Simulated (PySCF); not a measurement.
## Computed properties of Ga₂H₄, SMILES [GaH2][GaH2]

Ga2H4, SMILES [GaH2][GaH2]. Geometry: PBE0-D3(BJ)/def2-TZVP. The values are those of a single conformer. All values are computed for the isolated molecule unless a solvent is named; none is compared with measurement here.

**Structure.** The optimised structure has D2d symmetry. All 12 harmonic modes at PBE0-D3(BJ)/def2-TZVP (PySCF) are real, so it is a minimum.

**Vibrations.** The strongest infrared lines (harmonic, unscaled, degenerate partners summed) lie at 1931 cm⁻¹ (518 km/mol, H 98 %), 715 cm⁻¹ (485 km/mol, H 98 %), 1916 cm⁻¹ (402 km/mol, H 99 %). The softest mode is at 203 cm⁻¹ and the zero-point energy is 16.2 kcal/mol.

**Electronic structure.** B3LYP/def2-TZVPD (PySCF) places the frontier levels at -6.87 and -2.25 eV, a gap of 4.62 eV, and gives a dipole moment of 0.00 D and a mean polarisability of 70.3 bohr³. PBE/def2-TZVPD (PySCF) at the same geometry gives -6.05 and -2.77 eV, so its gap is 1.34 eV narrower. An orbital gap is neither the optical nor the fundamental gap.

**Excitations.** TDA-B3LYP/def2-SVPD (PySCF) has S1 at 3.70 eV (335 nm, f = 0.021, weak); the most intense of the 10 singlets computed lies at 6.43 eV (f = 0.85). Strengths of degenerate partners are summed. T1 (TDA) is at 3.09 eV, 0.61 eV under S1. TDA-PBE/def2-SVPD (PySCF) puts S1 at 3.56 eV. No vertical singlet excitation falls in the visible range (under 3.1 eV).

**NMR.** GIAO shifts at PBE0/pcSseg-2 (PySCF) (non-relativistic, atoms alike by connectivity averaged): ¹H at 7.9 ppm against TMS.
